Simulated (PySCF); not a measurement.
Isomers of C5H13NO2Si, mass 147.072 u with the commonest isotopes. The calculation used PBE0/pcSseg-1 in PySCF (dipole) on a GFN2-xTB geometry, gas phase. One conformer each, none proved a minimum here; rigid rotors.

**Question.** Order these by rotational constant C, smallest first.
A. `[CH3:1][NH:2][C:3](=[O:4])[C@@H:5]([CH3:6])[O:7][CH2:8][SiH3:9]` with C1–N2–C3–O4 2°, N2–C3–C5–C6 -89°, C3–C5–O7–C8 76°, C5–O7–C8–Si9 -176°
B. `[CH3:1][NH:2][C:3](=[O:4])[C@H:5]([CH3:6])[CH2:7][O:8][SiH3:9]` with C1–N2–C3–O4 5°, N2–C3–C5–C6 -179°, C3–C5–C7–O8 -72°, C5–C7–O8–Si9 -173°
C. `[CH3:1][O:2][CH2:3]/[C:4](=[N:5]\[SiH3:6])[C@H:7]([CH3:8])[OH:9]` with C1–O2–C3–C4 161°, O2–C3–C4–N5 -27°, C3–C4–C7–C8 -81°, C4–C7–O9–H 27°

**Answer.** B (608.6 MHz), A (641.3 MHz), C (683.1 MHz).

**Question.** Order these by rotational constant B, smallest first.
A. `[CH3:1][NH:2][C:3](=[O:4])[C@H:5]([CH3:6])[CH2:7][O:8][SiH3:9]` with C1–N2–C3–O4 5°, N2–C3–C5–C6 -179°, C3–C5–C7–O8 -72°, C5–C7–O8–Si9 -173°
B. `[CH3:1][O:2][CH2:3]/[C:4](=[N:5]\[SiH3:6])[C@H:7]([CH3:8])[OH:9]` with C1–O2–C3–C4 161°, O2–C3–C4–N5 -27°, C3–C4–C7–C8 -81°, C4–C7–O9–H 27°
C. `[CH3:1][NH:2][C:3](=[O:4])[C@@H:5]([CH3:6])[O:7][CH2:8][SiH3:9]` with C1–N2–C3–O4 2°, N2–C3–C5–C6 -89°, C3–C5–O7–C8 76°, C5–O7–C8–Si9 -176°

**Answer.** C (781.6 MHz), A (855.1 MHz), B (930.3 MHz).

**Question.** Order these by dipole moment, smallest first.
A. `[CH3:1][O:2][CH2:3]/[C:4](=[N:5]\[SiH3:6])[C@H:7]([CH3:8])[OH:9]` with C1–O2–C3–C4 161°, O2–C3–C4–N5 -27°, C3–C4–C7–C8 -81°, C4–C7–O9–H 27°
B. `[CH3:1][NH:2][C:3](=[O:4])[C@H:5]([CH3:6])[CH2:7][O:8][SiH3:9]` with C1–N2–C3–O4 5°, N2–C3–C5–C6 -179°, C3–C5–C7–O8 -72°, C5–C7–O8–Si9 -173°
C. `[CH3:1][NH:2][C:3](=[O:4])[C@@H:5]([CH3:6])[O:7][CH2:8][SiH3:9]` with C1–N2–C3–O4 2°, N2–C3–C5–C6 -89°, C3–C5–O7–C8 76°, C5–O7–C8–Si9 -176°

**Answer.** C (2.64 D), B (3.68 D), A (4.34 D).

```
                   SMILES  point group  Ia (u·Å²)  Ib (u·Å²)  Ic (u·Å²)      κ  μa (D)  μb (D)  μc (D)
 CNC(=O)[C@@H](C)OC[SiH3]           C1     268.72     646.58     788.09  -0.77    1.96    0.99    1.46
COC/C(=N\[SiH3])[C@H](C)O           C1     275.76     543.22     739.81  -0.57    2.63    3.44    0.35
  CNC(=O)[C@H](C)CO[SiH3]           C1     278.56     591.00     830.44  -0.59    3.63    0.42    0.45
```
